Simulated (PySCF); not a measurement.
**How methods differ on the excitation energy of N²⁺**

N²⁺ [He] 2s2 2p1 (2P) → N²⁺ [He] 2s2 3s1 (2S), as a difference of total energies. Calculation: PySCF 2.14, in aug-cc-pCVTZ-DK; scalar relativity by spin-free X2C-1e. Correlated levels: valence: 1s2 frozen; valence and next inner shell: nothing frozen. The calculations carry no spin-orbit coupling.

```tsv
method	excitation energy (cm⁻¹)
UHF	223270
LDA	223330
PBE	224160
PBE0	224770
r2SCAN	228780
BP86	224610
revPBE	223980
TPSS	227320
r2SCAN0	228070
MP2 (valence)	221730
SCS-MP2 (valence)	221510
MP2 (valence and next inner shell)	222090
SCS-MP2 (valence and next inner shell)	221750
```

A first-order spin-orbit estimate (lowest level to lowest level, LS coupling) adds 0.014 eV.

The promoted electron is Rydberg-like, and one or two diffuse shells describe it only roughly, which tends to raise the upper state.
